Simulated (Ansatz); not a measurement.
Reaction (ligand exchange at the Si–S bond): `CS[SiH]` + dimethylamine → `CN(C)[SiH]` + CH₃SH

Computed with Ansatz on PBE0-D4/def2-TZVP structures; ΔE is electronic, products minus reactants. CBS: MP2 limit from def2 TZ/QZ plus the TZ coupled-cluster correction, frozen cores. This one scheme is used for every species. Functionals use def2-TZVPP. B3LYP here is the variant with VWN-RPA as its local correlation; programs differ in this.

`CS[SiH]`:

```xyz
7

C    -0.659   -0.355    0.815
S    -0.340    0.649   -0.660
Si    1.647    0.206   -1.151
H    -1.487   -1.033    0.609
H     0.227   -0.930    1.086
H    -0.934    0.304    1.638
H     1.545    1.160   -2.336
```

`CNC`:

```xyz
10

C    -0.854   -0.642   -0.566
N     0.330    0.185   -0.601
C     0.678    0.719    0.695
H    -1.042   -1.066   -1.554
H    -1.719   -0.027   -0.300
H    -0.802   -1.469    0.163
H     1.107   -0.345   -0.974
H    -0.105    1.406    1.028
H     1.608    1.287    0.627
H     0.798   -0.049    1.480
```

`CN(C)[SiH]`:

Cartesian coordinates in Å:
```
C 0.644 0.676 -1.022
N 0.307 -0.240 0.050
C -1.015 0.011 0.582
Si 1.435 -1.434 0.532
H 1.644 0.460 -1.401
H 0.621 1.715 -0.671
H -0.069 0.588 -1.851
H -1.089 1.033 0.975
H -1.235 -0.691 1.384
H -1.776 -0.095 -0.201
H 0.534 -2.024 1.622
```

CH₃SH:

Cartesian coordinates in Å:
```
C 0.412 -0.157 0.217
S -1.098 0.826 0.082
H 0.195 -1.224 0.226
H 0.865 0.113 1.171
H 1.116 0.079 -0.580
H -1.490 0.363 -1.115
```

| level | ΔE (kJ/mol) | difference from CCSD(T)/CBS |
| --- | --- | --- |
| LDA (SPW92) | 2.6 | 4.2 |
| revPBE-D4 | 6.0 | 7.6 |
| BLYP-D4 | -0.7 | 0.9 |
| r2SCANh-D4 | 5.7 | 7.3 |
| r2SCAN0-D4 | 5.6 | 7.2 |
| ωB97X-V | -2.6 | -1.0 |
| revPBE | 13.7 | 15.3 |
| B3LYP | 3.1 | 4.7 |
| r2SCAN0 | 6.4 | 8.0 |
| CAM-B3LYP | -3.9 | -2.3 |
| LC-ωPBE | -1.4 | 0.2 |
| HF/def2-SVP | -1.1 | 0.5 |
| CCSD(T)/def2-SVP | -10.0 | -8.4 |
| MP2/def2-TZVPP | -6.3 | -4.7 |
| SCS-MP2/def2-TZVPP | -8.7 | -7.1 |
| CCSD/CBS(def2) | -1.9 | -0.3 |
| CCSD(T)/CBS | -1.6 | 0 |

Largest T1 diagnostic among the species: 0.016.

Leaving LDA and LC-ωPBE aside and taking each functional with its dispersion term where it has one, the values, not all of them listed here, spread over 14.4 kJ/mol, from CAM-B3LYP-D4 to PBE-D4. LDA lies −8.2 kJ/mol from PBE without D4. At CCSD(T), def2-SVP lies −8.4 kJ/mol from the extrapolated value and def2-TZVPP −4.5 kJ/mol. The D4 term adds −3.6 kJ/mol with B3LYP and −2.0 kJ/mol with PBE0; it sums over pairs of atoms, weighted by their polarisabilities, and B3LYP, whose exchange is more repulsive, gets the larger term.
